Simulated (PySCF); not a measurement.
Isomers of C6H14N2Si, mass 142.093 u with the commonest isotopes. Computed with PBE0/pcSseg-1 in PySCF (dipole) on a GFN2-xTB geometry, gas phase. One conformer each, none proved a minimum here; rigid rotors.

Task: Order these by rotational constant A, largest first.
A. `[CH2:1]=[C:2]([CH3:3])[C@@H:4]1[CH2:5][CH2:6][Si:7]1([NH2:8])[NH2:9]` with C1–C2–C4–C5 -145°, C6–Si7–N8–H -92° and 45°, C6–Si7–N9–H -43° and -179°, C2–C4–C5–C6 -130°, C4–C5–C6–Si7 8°, C5–C6–Si7–N8 -114°, C2–C4–Si7–C6 129°
B. `[CH3:1][C:2]1=[N:3][N:4]([SiH:5]([CH3:6])[CH3:7])[CH2:8][CH2:9]1` with N3–N4–Si5–C6 -161°
C. `[CH:1]#[C:2][CH2:3][N:4]([CH3:5])[SiH2:6][N:7]([CH3:8])[CH3:9]` with C2–C3–N4–C5 -68°, C3–N4–Si6–N7 161°, N4–Si6–N7–C8 161°
D. `[CH3:1][CH2:2][C@H:3]1[CH2:4][N:5]([SiH3:6])[N:7]=[C:8]1[CH3:9]` with C1–C2–C3–C4 70°
E. `[CH2:1]=[C:2]1[SiH2:3][N:4]([CH3:5])[CH2:6][C@@H:7]1[CH2:8][NH2:9]` with C6–C7–C8–N9 174°, C7–C8–N9–H 56° and 175°, C1–C2–Si3–N4 166°, C2–Si3–N4–C5 -169°, Si3–N4–C6–C7 29°, N4–C6–C7–C8 82°

Result: C (3044 MHz), B (2604 MHz), E (2091 MHz), D (2042 MHz), A (1821 MHz).

Task: Order these by radius of gyration √(Σ m r²/M), smallest first.
A. `[CH:1]#[C:2][CH2:3][N:4]([CH3:5])[SiH2:6][N:7]([CH3:8])[CH3:9]` with C2–C3–N4–C5 -68°, C3–N4–Si6–N7 161°, N4–Si6–N7–C8 161°
B. `[CH2:1]=[C:2]([CH3:3])[C@@H:4]1[CH2:5][CH2:6][Si:7]1([NH2:8])[NH2:9]` with C1–C2–C4–C5 -145°, C6–Si7–N8–H -92° and 45°, C6–Si7–N9–H -43° and -179°, C2–C4–C5–C6 -130°, C4–C5–C6–Si7 8°, C5–C6–Si7–N8 -114°, C2–C4–Si7–C6 129°
C. `[CH3:1][C:2]1=[N:3][N:4]([SiH:5]([CH3:6])[CH3:7])[CH2:8][CH2:9]1` with N3–N4–Si5–C6 -161°
D. `[CH2:1]=[CH:2][N:3]([SiH3:4])/[N:5]=[CH:6]\[CH2:7][CH2:8][CH3:9]` with C1–C2–N3–Si4 24°, C2–N3–N5–C6 157°, N5–C6–C7–C8 -140°, C6–C7–C8–C9 179°
E. `[CH3:1][CH2:2][C@H:3]1[CH2:4][N:5]([SiH3:6])[N:7]=[C:8]1[CH3:9]` with C1–C2–C3–C4 70°

Result: B (2.136 Å), C (2.324 Å), E (2.353 Å), A (2.411 Å), D (2.579 Å).

Task: Order these by rotational constant C, largest first.
A. `[CH3:1][C:2]1=[N:3][N:4]([SiH:5]([CH3:6])[CH3:7])[CH2:8][CH2:9]1` with N3–N4–Si5–C6 -161°
B. `[CH2:1]=[CH:2][N:3]([SiH3:4])/[N:5]=[CH:6]\[CH2:7][CH2:8][CH3:9]` with C1–C2–N3–Si4 24°, C2–N3–N5–C6 157°, N5–C6–C7–C8 -140°, C6–C7–C8–C9 179°
C. `[CH2:1]=[C:2]1[SiH2:3][N:4]([CH3:5])[CH2:6][C@@H:7]1[CH2:8][NH2:9]` with C6–C7–C8–N9 174°, C7–C8–N9–H 56° and 175°, C1–C2–Si3–N4 166°, C2–Si3–N4–C5 -169°, Si3–N4–C6–C7 29°, N4–C6–C7–C8 82°
D. `[CH:1]#[C:2][CH2:3][N:4]([CH3:5])[SiH2:6][N:7]([CH3:8])[CH3:9]` with C2–C3–N4–C5 -68°, C3–N4–Si6–N7 161°, N4–Si6–N7–C8 161°
E. `[CH2:1]=[C:2]([CH3:3])[C@@H:4]1[CH2:5][CH2:6][Si:7]1([NH2:8])[NH2:9]` with C1–C2–C4–C5 -145°, C6–Si7–N8–H -92° and 45°, C6–Si7–N9–H -43° and -179°, C2–C4–C5–C6 -130°, C4–C5–C6–Si7 8°, C5–C6–Si7–N8 -114°, C2–C4–Si7–C6 129°

Result: E (948.6 MHz), C (846.5 MHz), A (676.1 MHz), D (654.5 MHz), B (565.2 MHz).

```
                  SMILES  point group  Ia (u·Å²)  Ib (u·Å²)  Ic (u·Å²)      κ  μa (D)  μb (D)  μc (D)
    CC1=NN([SiH](C)C)CC1           C1     194.05     593.67     747.50  -0.82    0.76    1.80    0.44
    C=CN([SiH3])/N=C\CCC           C1     191.84     804.86     894.11  -0.94    1.94    1.19    0.04
     C#CCN(C)[SiH2]N(C)C           C1     166.01     713.55     772.20  -0.95    0.65    0.60    0.17
 CC[C@H]1CN([SiH3])N=C1C           C1     247.48     561.67     763.81  -0.66    1.89    1.14    0.33
C=C(C)[C@@H]1CC[Si]1(N)N           C1     277.55     486.85     532.77  -0.79    1.11    0.18    0.42
C=C1[SiH2]N(C)C[C@@H]1CN           C1     241.70     466.70     597.00  -0.62    0.72    0.20    0.66
```
